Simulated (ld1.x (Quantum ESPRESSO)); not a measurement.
## PBE PAW dataset for caesium (Cs), scalar-relativistic all-electron reference.

| Item | Value |
| --- | --- |
| Element | caesium |
| Generator | ld1.x (Quantum ESPRESSO) 7.5 |
| Type | PAW |
| Functional | PBE |
| Relativity | scalar-relativistic |
| Frozen core | [Kr] 4d10 |
| Valence charge | 9 |
| Reference configuration | 5s2 5p6 5d0 6s1 6p0 |
| Partial waves | 5s (bound): rcut 2.80, rcutus 3.30 bohr; 6s (bound): rcut 2.80, rcutus 3.30 bohr; 5p (bound): rcut 3.65, rcutus 4.35 bohr; 6p (bound, empty): rcut 3.65, rcutus 4.35 bohr; 5d (bound, empty): rcut 3.55, rcutus 4.60 bohr; 5d channel at 0.95 Ry: rcut 3.55, rcutus 4.60 bohr |
| Local potential | all-electron potential smoothed inside 3.15 bohr (lloc = -1) |
| Core correction | Bessel-smoothed model core inside 2.60 bohr |
| Augmentation charge | BESSEL, radius 2.45 bohr |

All-electron outer shells of the reference configuration (PBE, scalar-relativistic, ld1.x):

```tsv
shell	level (eV)	outermost node (bohr)	outermost maximum (bohr)
4p	-160.81	0.36	0.67
4d	-74.25	0.33	0.72
5s	-26.73	0.82	1.54
5p	-13.52	0.89	1.79
6s	-2.09	2.11	4.80
6p	-0.74	2.61	6.72
5d	-0.38	1.06	3.51
```

Q: Is the overlap operator S = 1 + Σ q|β⟩⟨β| positive definite (Bessel basis up to 400 Ry)?

A: No: its lowest eigenvalue is -2.518, in the p channel, so the generalised eigenproblem breaks down once the basis is large enough.

Its largest configuration-test error is -1.2 meV (5s2 5p6 5d0 6s0 6p0). Test run stopped at test 3 of 7 (negative rho).

The ghost test of this file was not conclusive. Its overlap operator is not positive definite in a basis up to 400 Ry (lowest eigenvalue p -2.52), so the file is unfit for use: the generalised eigenproblem breaks down once the basis is large enough, and its test numbers describe a broken file.
